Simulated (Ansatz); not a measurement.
CH5Bi (SMILES [CH3][BiH2]) moved off its minimum; all values from Ansatz (an electronic-structure program), cores frozen in correlated methods. Elements past Kr take the def2 small-core potentials, without spin–orbit coupling.
(charge 0, multiplicity 1)
```xyz
7

Bi    -0.2878    -0.2349     0.2753
H      0.1697    -1.5375    -0.9310
H     -1.6823     0.2080    -0.4949
C      1.1716     1.2610    -0.9764
H      0.8487     2.3919    -0.7330
H      0.9826     1.5136    -1.8997
H      2.1458     0.9836    -1.0779
```

Give the forces (eV/Å), the total energy and the dipole at CCSD(T)/def2-TZVPPD.


```json
[
 {"atom": "Bi1", "Fx": "3.317", "Fy": "-0.057", "Fz": "0.076"},
 {"atom": "H2", "Fx": "-0.333", "Fy": "0.144", "Fz": "0.250"},
 {"atom": "H3", "Fx": "-1.939", "Fy": "0.615", "Fz": "-1.319"},
 {"atom": "C4", "Fx": "-3.564", "Fy": "2.280", "Fz": "4.629"},
 {"atom": "H5", "Fx": "1.607", "Fy": "-2.151", "Fz": "1.137"},
 {"atom": "H6", "Fx": "-2.143", "Fy": "-0.319", "Fz": "-5.910"},
 {"atom": "H7", "Fx": "3.055", "Fy": "-0.512", "Fz": "1.138"}
]
```
Energy -254.6182 hartree, dipole 0.76 D.
